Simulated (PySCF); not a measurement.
## Unknown compound

An unknown has the formula C₇H₇NSi. Its calculated NMR data are:

¹H NMR (500 MHz, computed): δ 5.74 (s, 2H), 4.54 (q, 2H), 0.41 (t, 3H).

¹³C{¹H} NMR (computed): δ 240.6 (C), 116.0 (C), 107.0 (C), 100.5 (C), 86.5 (CH2), 74.2 (C), -5.4 (CH3).

PySCF 2.14 calculation with geometry: GFN2-xTB and GIAO PBE0/pcSseg-1 shieldings; fast rotation and ring inversion assumed for equivalent nuclei, gas phase, single conformer, non-relativistic.

Referencing at the same level of theory: ¹H, ¹³C against TMS.

Question: Propose a structure and justify it.

Answer: 
The formula gives 6 degrees of unsaturation (no ring in the answer). 7 carbon signals for 7 carbons: no two carbons are equivalent. Carbon types of the structure: 5 × C, 1 × CH2, 1 × CH3, leaving 2 H on heteroatoms. δC 240.6: central carbon of an allene; the central sp carbon of an allene is among the most deshielded carbons of hydrocarbons. δC 116.0: nitrile carbon; typical of a nitrile. δC 107.0, 100.5: alkyne carbon. δC 86.5, 74.2: terminal carbon of a cumulated C=C=C unit. δC -5.4: methyl carbon bonded to Si; an electropositive neighbour leaves it electron-rich and shielded. δH 5.74: hydrogen on a terminal carbon of a cumulated C=C=C unit; attached to an sp2 carbon and in the plane of the double bond. δH 0.41: hydrogen on a methyl carbon bonded to Si; an electropositive neighbour shields it, as in TMS itself.

The compound is SMILES [SiH2](C#CC(=C=C)C#N)C.

The data come from this structure; uniqueness wasn't tested.

Shifts are as computed. Against solution values, carbons near 30 ppm lie about +3 ppm off and those near 130 ppm about +5 ppm. Of 1309 compounds with measured shifts, 239 miss one by over three times the rms of a fit or turn the order of signals round; such compounds aren't used in these exercises. Multiplicities follow the n + 1 count of equivalent neighbours, as no J values were calculated; m marks all less simple cases, F and P coupling included.
